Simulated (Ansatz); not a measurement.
silanone (H2OSi), singlet, at a GFN2-xTB geometry; CCSD(T)/def2-SVP (Ansatz, a first-principles code).

Input for Ansatz:
Ansatz 0.2 input:
```yaml
crystal:
  periodic: [false, false, false]
  atoms:
    - {symbol: Si, position_ang: [0.06685327, -0.42675674, 0.00274181]}
    - {symbol: O, position_ang: [-0.16591088, 1.05908930, -0.00680439]}
    - {symbol: H, position_ang: [-0.98465592, -1.43401683, -0.00031696]}
    - {symbol: H, position_ang: [1.37599714, -1.06410322, 0.01636676]}
basis:
  gaussian:
    orbitals: def2-SVP
magnetization: {spin_polarized: false}
correlation: {method: ccsd_t, diis_vectors: 4}
```

What the program printed (banner, timings and long lists left out):

```
Functional definition: HF
397 factors; integrals over basis functions are off by at most 9.9e-4 eV
mean field evaluation 1: about -9921.8087 eV, gradient 4.4e1 eV
mean field evaluation 2: about -9921.8097 eV, gradient 4.4e1 eV
mean field evaluation 4: about -9926.0115 eV, gradient 2.3e0 eV
mean field evaluation 8: about -9926.0374 eV, gradient 2.1e-1 eV
mean field evaluation 16: about -9926.0340 eV, gradient 5.1e-1 eV
mean field -9926.03790652 eV, -364.7751649543 hartree, gradient 1.7e-6 eV, S^2 0.000000; 0 other end points of the search recorded, 0 dependent functions left out
6 core orbitals not correlated
reference -9926.03790652 eV, -364.7751649543 hartree; 6, 6 occupied and 30, 30 virtual orbitals, 397 factors
second order -7.82555694 eV of doubles, -0.00000000 eV of singles
cycle   1  -7.80032195 eV  change    2.5e-2 eV  update   1.1e-1
cycle   2  -8.10924272 eV  change   -3.1e-1 eV  update   3.9e-2
cycle   3  -8.22438229 eV  change   -1.2e-1 eV  update   2.3e-2
cycle   4  -8.21337051 eV  change    1.1e-2 eV  update   6.2e-3
cycle   5  -8.21307716 eV  change    2.9e-4 eV  update   2.5e-3
cycle   6  -8.21346522 eV  change   -3.9e-4 eV  update   8.4e-4
cycle   7  -8.21315152 eV  change    3.1e-4 eV  update   3.3e-4
cycle   8  -8.21356680 eV  change   -4.2e-4 eV  update   1.3e-4
cycle   9  -8.21355853 eV  change    8.3e-6 eV  update   3.9e-5
cycle  10  -8.21361137 eV  change   -5.3e-5 eV  update   1.7e-5
cycle  11  -8.21362386 eV  change   -1.2e-5 eV  update   6.1e-6
cycle  12  -8.21362656 eV  change   -2.7e-6 eV  update   2.6e-6
perturbative correction -0.25143883 eV, -0.0092402067 hartree
Total energy: -9934.50297191 eV, -365.0862503698 hartree
```
